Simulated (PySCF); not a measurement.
**How methods differ on the ionisation energy of Pd¹⁶⁺**

Pd¹⁶⁺ [Ar] 3d10 4s2 → Pd¹⁷⁺ [Ar] 3d10 4s1 [4s1/2^1, M_J = 1/2], as a difference of total energies. Calculation: PySCF 2.14, in an even-tempered Gaussian basis (18 s from 0.84 bohr⁻², ratio 2.8; 13 p from 1.1 bohr⁻², ratio 2.8; 9 d from 1.9 bohr⁻², ratio 2.8; 4 f from 5.4 bohr⁻², ratio 3); the two-component X2C-1e Hamiltonian. Correlated levels: [Ne] frozen; the 86 highest virtual spinors dropped. "Screened" scales the spin-orbit matrix elements by Boettger's factors to mimic the two-electron term; Breit and QED terms are absent.

```json
{"method": "GHF (screened spin-orbit)", "ionisation energy (eV)": "426.05"}
{"method": "GMP2 (screened spin-orbit)", "ionisation energy (eV)": "428.37"}
```

Problem. How much does correlation contribute at GMP2 (screened spin-orbit)?

Solution. 428.37 − (426.05) = 2.32 eV, measured against GHF (screened spin-orbit).

Breit and QED terms and the two-electron picture change are absent.

For comparison: 427 ± 3 eV (theoretical estimate listed by NIST; NIST Atomic Spectra Database, ionization energies).
